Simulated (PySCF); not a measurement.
Si(H)(F)(Br)(OMe) (CH4BrFOSi), SMILES CO[SiH](Br)F.

Coordinates come from a PBE0-D3(BJ)/def2-SVP optimisation. This is a generated structure with no PubChem entry under its InChIKey; it may be hypothetical. Other conformers were not sampled.

Level of theory: M06-2X/def2-TZVP in PySCF.

Gas-phase values at a fixed geometry.

Computed frontier levels, gap, dipole moment and polarisability:
```yaml
highest_occupied_level: -10.07 eV
lowest_empty_level: 1.24 eV
orbital_gap: 11.31 eV
dipole_moment: 2.30 D
quadrupole, principal values (traceless, Buckingham form, about the centre of nuclear charge): -7.59, -1.09, 8.68 D·Å
mean_static_polarisability: 56.7 bohr³ (8.40 Å³)
polarisability_principal_values: 47.7, 51.2, 71.1 bohr³
```
